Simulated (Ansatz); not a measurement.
Relaxation of the cluster Hg₂S₂ with UKS r2SCAN-D4/def2-SVP.

```sh
$ ansatz run in.yaml --threads 4 --pin off --events-out ev --progress --plain --max-ram 3916MiB
```

```yaml
crystal:
  periodic: [false, false, false]
  atoms:
    - {symbol: Hg, position_ang: [-0.018948, 1.199960, 0.801386]}
    - {symbol: Hg, position_ang: [0.018922, -1.199952, -0.801394]}
    - {symbol: S, position_ang: [0.792164, 1.071280, -1.585387]}
    - {symbol: S, position_ang: [-0.792138, -1.071287, 1.585395]}
basis:
  gaussian: {orbitals: def2-SVP}
magnetization: {spin_polarized: true, initial_magnetization: 2}
hamiltonian: {xc: r2scan, dispersion: d4}
scf: {omitted_lower_state_checks: [starts]}
output: {orbitals: {seedname: orbitals}}
relax: {f_tol: 0.02, max_steps: 100}
```

Hardware: 4 threads of Arm Neoverse V2 on a shared host. Wall time 89 s.

Positions (Å) and forces (eV/Å) at steps 1, 2, 3, 4, 5 of 5:

```xyz
4
step=1 energy=-30017.9403 eV
Hg   -0.019    1.200    0.801   -0.049    1.158    0.758
Hg    0.019   -1.200   -0.801   -0.012   -1.144   -0.779
S     0.792    1.071   -1.585   -0.101   -0.184    0.274
S    -0.792   -1.071    1.585    0.162    0.171   -0.252
4
step=2 energy=-30018.2908 eV
Hg   -0.027    1.363    0.908    0.004    0.070    0.049
Hg    0.016   -1.361   -0.911    0.006   -0.072   -0.046
S     0.756    1.015   -1.501   -0.190   -0.249    0.369
S    -0.746   -1.017    1.505    0.180    0.251   -0.372
4
step=3 energy=-30018.3519 eV
Hg   -0.027    1.439    0.959    0.006   -0.080   -0.051
Hg    0.018   -1.437   -0.962    0.003    0.078    0.055
S     0.717    0.962   -1.424   -0.055   -0.067    0.100
S    -0.708   -0.964    1.427    0.046    0.069   -0.103
4
step=4 energy=-30018.3540 eV
Hg   -0.026    1.439    0.959    0.004   -0.036   -0.022
Hg    0.019   -1.438   -0.962    0.003    0.034    0.024
S     0.711    0.956   -1.414   -0.015   -0.015    0.022
S    -0.703   -0.957    1.416    0.008    0.017   -0.025
4
step=5 energy=-30018.3543 eV
Hg   -0.022    1.434    0.958   -0.001   -0.003   -0.003
Hg    0.023   -1.434   -0.958   -0.001    0.004    0.002
S     0.706    0.956   -1.415    0.000   -0.001    0.001
S    -0.708   -0.956    1.414    0.001    0.000    0.000
```

In the def2 sets Hg takes a core potential; there is no spin–orbit coupling. At r2SCAN-D4/def2-SVP a singlet of charge 0 lies 0.54 eV below the triplet, each at its own geometry. The structure comes from a short search, and lower isomers may exist.
